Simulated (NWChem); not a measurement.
# C$_{3}$H$_{5}$ClSi; SMILES [SiH3]C=C=CCl

Computed with NWChem. Pople sets run with spherical d functions. Coordinates come from a PBE0/def2-SVP optimisation. Total energies compare along this basis series because the functional is fixed.

```json
[
 {"level": "B3LYP/STO-3G", "basis functions": "38", "energy (Ha)": "-857.1533", "highest occupied level (eV)": "-5.04", "orbital gap (eV)": "6.88", "dipole (D)": "2.46", "relative time": "1"},
 {"level": "B3LYP/3-21G", "basis functions": "63", "energy (Ha)": "-862.5742", "highest occupied level (eV)": "-6.89", "orbital gap (eV)": "5.90", "dipole (D)": "1.86", "relative time": "2"},
 {"level": "B3LYP/6-31G*", "basis functions": "88", "energy (Ha)": "-866.9421", "highest occupied level (eV)": "-6.79", "orbital gap (eV)": "5.77", "dipole (D)": "1.62", "relative time": "4"},
 {"level": "B3LYP/6-311G**", "basis functions": "136", "energy (Ha)": "-867.0362", "highest occupied level (eV)": "-7.01", "orbital gap (eV)": "5.70", "dipole (D)": "1.68", "relative time": "8"}
]
```

Times are rough ratios from one shared machine.
